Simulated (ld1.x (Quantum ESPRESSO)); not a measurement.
**Configuration tests for Rb (Z = 37) (TM semilocal)**

ld1.x (Quantum ESPRESSO) 7.5 input, shortened:

```
&input
   title='Rb', zed=37., rel=1, dft='PZ', iswitch=3,
   config='[Kr] 4d0.5 5s0.5 5p0'
 /
 &inputp
   pseudotype=1, tm=.true., lloc=1,
   nlcc=.true., new_core_ps=.true.
 /
3
5S  1  0   0.50   0.00  4.00  4.00  0.0
4D  3  2   0.50   0.00  4.20  4.20  0.0
5P  2  1   0.00   0.00  4.20  4.20  0.0
 &test
   configts(1)='4d0.5 5s0.5 5p0'
 /
```

Energies are relative to the spin-unpolarised reference configuration 4d0.5 5s0.5 5p0; without spin polarisation the order of configurations can differ from experiment. Spin-polarised rows fill each open shell by Hund’s rule, majority spin first. The frozen-core shift is the all-electron ΔE with the core orbitals held at their reference shape minus the fully relaxed ΔE.

```json
{"valence configuration": "4d0 5s1 5p0", "charge": "0", "ΔE all-electron (eV)": "-1.157", "error AE − PS (meV)": "-2.3", "frozen-core shift (meV)": "+0.5"}
{"valence configuration": "4d0 5s0.5 5p0", "charge": "+0.5", "ΔE all-electron (eV)": "0.502", "error AE − PS (meV)": "+2.7", "frozen-core shift (meV)": "+1.1"}
{"valence configuration": "4d0 5s0 5p1", "charge": "0", "ΔE all-electron (eV)": "0.464", "error AE − PS (meV)": "-4.1", "frozen-core shift (meV)": "+4.6"}
{"valence configuration": "4d1 5s0 5p0", "charge": "0", "ΔE all-electron (eV)": "1.159", "error AE − PS (meV)": "-0.1", "frozen-core shift (meV)": "+0.8"}
{"valence configuration": "4d0.5 5s0.5 5p0 (spin-polarised)", "charge": "0", "ΔE all-electron (eV)": "-0.086", "error AE − PS (meV)": "-0.2", "frozen-core shift (meV)": "+0.9"}
```

Q: What are ΔE and the potential's error for 4d0 5s1 5p0 (spin-polarised)?

A: ΔE = -1.282 eV all-electron; the error (AE − PS) is -2.6 meV.

Levels in the configuration 4d0 5s0.5 5p0:

```
level  all-electron (eV)  pseudo (eV)
   5s             -4.292       -4.288
```
